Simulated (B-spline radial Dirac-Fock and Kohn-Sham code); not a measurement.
**Ag: eigenvalues, ΔSCF and the reference**

System: atomic silver, configuration [Kr] 4d10 5s1.

The density-functional columns are spherical, spin-unpolarised Dirac-Kohn-Sham results without Breit or QED terms: −ε is minus the orbital energy of the initial state and ΔSCF the difference of two total energies, and "half-occupied" is minus the orbital energy with half an electron removed (Slater transition state). The reference in the last column comes from ΔSCF Dirac-Fock with Breit, self-energy and vacuum polarisation, finite nucleus, configuration average. All numbers are from a radial atomic solver, in eV; a selection of levels is shown. The Kohn-Sham columns are given as differences from the reference. For the 1s level of heavy atoms much of the gap between ΔSCF and the reference is the Breit and QED part, -78.4 eV here; for other levels the error of the functional can be larger.

| level | LDA half-occupied − DF | PBE0 −ε − DF | PBE −ε − DF | PBE ΔSCF − DF | Dirac-Fock |
| --- | --- | --- | --- | --- | --- |
| K (1s) | +71.5 | -119.3 | -206.8 | +103.3 | 25521.1 |
| L1 (2s) | -46.2 | -59.6 | -94.2 | -42.6 | 3820.4 |
| L2 (2p1/2) | -6.3 | -40.6 | -70.0 | -5.0 | 3532.7 |
| L3 (2p3/2) | -12.1 | -43.3 | -72.4 | -11.0 | 3359.9 |
| M1 (3s) | -29.9 | -29.2 | -45.0 | -28.7 | 728.2 |
| M2 (3p1/2) | -18.7 | -21.7 | -35.1 | -18.3 | 613.5 |
| M3 (3p3/2) | -18.9 | -21.7 | -34.8 | -18.6 | 582.2 |
| M4 (3d3/2) | -0.7 | -9.5 | -18.8 | -1.0 | 380.7 |
| M5 (3d5/2) | -1.1 | -9.7 | -19.0 | -1.3 | 374.6 |
| N2 (4p1/2) | -4.6 | -7.0 | -11.4 | -4.6 | 73.46 |
| N3 (4p3/2) | -4.8 | -7.2 | -11.5 | -4.8 | 68.44 |
| N4 (4d3/2) | +2.3 | -1.7 | -3.6 | +2.1 | 11.38 |
| N5 (4d5/2) | +2.2 | -1.7 | -3.6 | +2.1 | 10.84 |
| O1 (5s) | +1.7 | -2.2 | -1.9 | +1.4 | 6.33 |

For the outermost level NIST gives 7.576234 eV (measured); the differences from it are LDA half-occupied +0.49, PBE0 −ε -3.40, PBE −ε -3.17, PBE ΔSCF +0.18, Dirac-Fock -1.24 eV.

Values without a named source are computed, but for edge energies of neutral atoms, which are taken from tables.
